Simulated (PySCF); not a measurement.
A structure optimised at B3LYP-D3(BJ)/def2-SVP, used in a PySCF frequency run:

```
Ge
H 1 1.5495
H 1 1.5495 2 107.87
C 1 2.0215 2 116.78 3 133.87
N 4 1.2777 1 110.72 2 115.11
H 4 1.1078 5 120.73 1 180.00
Ge 5 1.9267 4 104.26 6 180.00
H 7 1.5452 5 111.21 4 118.98
H 7 1.5452 8 109.28 5 -123.15
```
Charge 0, spin multiplicity 1.

### Question
Write its SMILES, formula and point group.

### Answer
[CH]1=[N][GeH2][GeH2]1, CH₅Ge₂N, Cs

### Question
What are its rotational constants (standard atomic weights)?

### Answer
5.4637, 1.9669, 1.5009 GHz
